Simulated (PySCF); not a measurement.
AlOCl, SMILES [O]=[Al][Cl].

Coordinates come from a B3LYP-D3(BJ)/def2-TZVP optimisation.

Two levels are set side by side: TDA-PBE/def2-TZVPD (PySCF) and TDA-B3LYP/def2-TZVPD (PySCF). Vertical, same geometry. The lowest singlet is HOMO→LUMO 99 % with PBE and HOMO−1→LUMO 99 % with the other functional; states are paired by order. Differences are taken from unrounded values.

```csv
quantity,TDA-PBE
lowest singlet excitation (eV),3.26
lowest triplet excitation (TDA) (eV),2.71
```

Problem. These are the TDA-PBE values. What does TDA-B3LYP give? (The exact figures need the calculation; the answer reports its results.)

Solution. 
```tsv
quantity	TDA-B3LYP	TDA-PBE minus TDA-B3LYP
lowest singlet excitation (eV)	3.40	-0.14
lowest triplet excitation (TDA) (eV)	2.87	-0.16
```

A lower first singlet is the usual sign of a functional without exact exchange. Differences between two approximate levels are no errors against the true value.

Rough cost on one machine, each run with all the roots and properties that it gave: TDA-B3LYP against TDA-PBE within a factor of 2.
